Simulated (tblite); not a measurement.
Cl₂Se, charge -1, doublet, at a GFN2-xTB geometry (a state made from the parent by changing its charge; the spin is typed, not shown lowest); tblite with GFN1-xTB.

Here is a job for tblite.
```
$ tblite run mol.xyz --method gfn1 --charge -1 --spin 1 --spin-polarized --json tblite.json --no-restart

# file mol.xyz
3

Se     0.09953013     0.11985247     0.83385844
Cl     1.01690937     1.22996103    -0.75042855
Cl    -1.21596964    -1.46966598    -0.91728834
```

Predict the main parts of the log of this tblite run.


```
xTB calculator
 | screened Coulomb repulsion
 | Coulomb electrostatics
 |  * isotropic Klopman-Ohno-Mataga-Nishimoto electrostatics
 |  * onsite third-order electrostatics
 | DFT-D3(BJ) dispersion correction
 | Interactions (1)
 | [1] spin polarization

halogen bonding energy    0.0000000000000E+00 Eh
repulsion energy          2.5955021268600E-03 Eh
dispersion energy        -1.1360293294761E-03 Eh
interaction energy        0.0000000000000E+00 Eh
number of electrons       2.1000000000000E+01 e
integral cutoff           2.0076194534669E+01 bohr

------------------------------------------------------------
  cycle        total energy    energy error   density error
------------------------------------------------------------
      1     -12.02419787700  -1.2025657E+01   3.3486358E-01
      2     -12.08437502058  -6.0177144E-02   1.3858373E-01
      3     -12.08528053488  -9.0551430E-04   5.6503406E-02
      4     -12.08512987043   1.5066445E-04   2.3849153E-02
      5     -12.08538526769  -2.5539726E-04   1.7814870E-02
      6     -12.08573890826  -3.5364057E-04   4.2741769E-03
      7     -12.08575175739  -1.2849127E-05   2.2495741E-03
      8     -12.08575737837  -5.6209840E-06   3.3701952E-05
      9     -12.08575737891  -5.3857185E-10   2.3757494E-05
     10     -12.08575737944  -5.3344174E-10   5.1527888E-07
------------------------------------------------------------

electronic energy        -1.2087216852241E+01 Eh
total energy             -1.2085757379443E+01 Eh

Post processing:
 | Mayer-Wiberg bond orders

[Info] JSON dump of results written to 'tblite.json'
```
